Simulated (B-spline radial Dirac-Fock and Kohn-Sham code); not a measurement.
Atomic SCF run for Ti

ΔSCF core binding energies without Breit or QED terms, calculated with a radial B-spline solver.

Input (task.json):

```json
{"items": [{"Z": 22, "q": 0, "cfg": [[1, 0, 2], [2, 0, 2], [2, 1, 6], [3, 0, 2], [3, 1, 6], [3, 2, 2], [4, 0, 2]], "A": 48, "rrms": 3.5921, "do": "settings", "holes": ["K", "L3", "M5"],
  "settings": [{"rel": "dirac", "method": "hf", "nuc": "fermi", "radius_factor": 1.0, "rmax": 45.0, "h": 0.3, "order": 8, "points": 10, "c_factor": 1.0, "maxit": 60, "damp": 0.5, "ndamp": 3, "tol": 1e-08}]}]}
```

Command: `python xray2_run.py task.json out`

Ground-state iterations:

```
iter   energy (Ha)        error
   1     -849.12741456  8.23e-01
   2     -851.67265290  2.14e-01
   3     -852.69728334  5.99e-02
   4     -852.80404762  2.59e-02
   5     -852.81684615  9.29e-03
   6     -852.81949007  2.78e-03
   7     -852.81981076  9.61e-04
   8     -852.81983828  9.23e-05
   9     -852.81983902  2.57e-05
  10     -852.81983907  3.08e-06
  11     -852.81983907  4.98e-07
  12     -852.81983907  4.05e-08
```

The ground state converged in 12 iterations, with total energy -852.81984 Ha, virial ratio 1.98954 and highest orbital energy -6.09 eV. ΔSCF binding energies: K (1s) 4982.8 eV, L3 (2p3/2) 467.0 eV. Holes are computed only in closed shells, and unreliable hole states are left out.
